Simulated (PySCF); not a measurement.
Compound: C8H8OS.
Numbering: `[CH2:1]=[CH:2][S@@:3](=[O:4])[c:5]1[cH:6][cH:7][cH:8][cH:9][cH:10]1` (hydrogens: H11, H12 on C1; H13 on C2; H14 on C6; H15 on C7; H16 on C8; H17 on C9; H18 on C10)

The same species was optimised twice, with GFN2-xTB and with PBE0-D3(BJ)/def2-SVP (PySCF), and the same property calculations (PySCF, gas phase) were run on both structures.

```csv
coordinate,GFN2-xTB,PBE0-D3(BJ)/def2-SVP,change
S3=O4 (Å),1.462,1.502,+0.040
C2–S3 (Å),1.821,1.800,-0.021
S3–C5 (Å),1.829,1.811,-0.018
C1=C2 (Å),1.314,1.328,+0.014
C7–C8 (Å),1.385,1.395,+0.010
C6–C7 (Å),1.384,1.393,+0.009
C5–C10 (Å),1.383,1.393,+0.010
C8–C9 (Å),1.386,1.395,+0.009
C9–C10 (Å),1.385,1.394,+0.009
C5–C6 (Å),1.381,1.390,+0.009
C2–S3–C5 (°),90.7,95.4,+4.7
C1–C2–S3 (°),120.0,117.9,-2.1
S3–C5–C6 (°),118.9,117.3,-1.6
S3–C5–C10 (°),119.9,120.7,+0.8
C5–C6–C7 (°),119.4,118.6,-0.8
C6–C5–C10 (°),121.3,122.0,+0.7
O4–S3–C5 (°),106.4,107.0,+0.6
C6–C7–C8 (°),119.9,120.2,+0.3
C1–C2–S3–O4 (°),3,9,+6
C2–S3–C5–C6 (°),-101,-100,+1
```

Rotational constants: A = 2364, B = 780.5, C = 742.8 MHz (GFN2-xTB) against A = 2467, B = 754.2, C = 708.1 MHz (PBE0-D3(BJ)/def2-SVP). Point groups within 0.08 Å: C1 and C1.

On the GFN2-xTB structure: HOMO (eV) -6.93 [PBE0/pcSseg-1]; LUMO (eV) -0.88 [PBE0/pcSseg-1]; dipole (D) 3.54 [PBE0/pcSseg-1]; GIAO shielding of C1 (ppm) 66.9 [PBE0/pcSseg-1]; GIAO shielding of C2 (ppm) 28.3 [PBE0/pcSseg-1]; GIAO shielding of S3 (ppm) 204.1 [PBE0/pcSseg-1]; GIAO shielding of O4 (ppm) 314.1 [PBE0/pcSseg-1]; GIAO shielding of C5 (ppm) 29.0 [PBE0/pcSseg-1]; GIAO shielding of C6/C10 (mean) (ppm) 59.4 [PBE0/pcSseg-1]; GIAO shielding of C7/C9 (mean) (ppm) 52.3 [PBE0/pcSseg-1]; GIAO shielding of C8 (ppm) 51.8 [PBE0/pcSseg-1].

Q: What do these properties become on the PBE0-D3(BJ)/def2-SVP structure?

A: 
| property | level | on GFN2-xTB | on PBE0-D3(BJ)/def2-SVP | change |
| --- | --- | --- | --- | --- |
| HOMO (eV) | PBE0/pcSseg-1 | -6.93 | -6.83 | +0.10 |
| LUMO (eV) | PBE0/pcSseg-1 | -0.88 | -0.96 | -0.08 |
| dipole (D) | PBE0/pcSseg-1 | 3.54 | 3.71 | +0.17 |
| energy, GFN2-xTB geometry as zero (kcal/mol) | PBE0/pcSseg-1 | 0.0 | -2.6 | -2.6 |
| GIAO shielding of C1 (ppm) | PBE0/pcSseg-1 | 66.9 | 59.0 | -7.9 |
| GIAO shielding of C2 (ppm) | PBE0/pcSseg-1 | 28.3 | 29.8 | +1.5 |
| GIAO shielding of S3 (ppm) | PBE0/pcSseg-1 | 204.1 | 200.4 | -3.7 |
| GIAO shielding of O4 (ppm) | PBE0/pcSseg-1 | 314.1 | 300.2 | -13.9 |
| GIAO shielding of C5 (ppm) | PBE0/pcSseg-1 | 29.0 | 32.0 | +3.0 |
| GIAO shielding of C6/C10 (mean) (ppm) | PBE0/pcSseg-1 | 59.4 | 55.9 | -3.5 |
| GIAO shielding of C7/C9 (mean) (ppm) | PBE0/pcSseg-1 | 52.3 | 49.7 | -2.6 |
| GIAO shielding of C8 (ppm) | PBE0/pcSseg-1 | 51.8 | 48.8 | -3.0 |

The heavy atoms differ by 0.108 Å rms after alignment. Among bonds between heavy atoms S3=O4 changes most (+0.040 Å). Changes are differences of the printed values. Neither structure is proved a minimum here.

Shape of the structure used: `[CH2:1]=[CH:2][S@@:3](=[O:4])[c:5]1[cH:6][cH:7][cH:8][cH:9][cH:10]1`: C1–C2–S3–O4 9°, C2–S3–C5–C6 -100°.
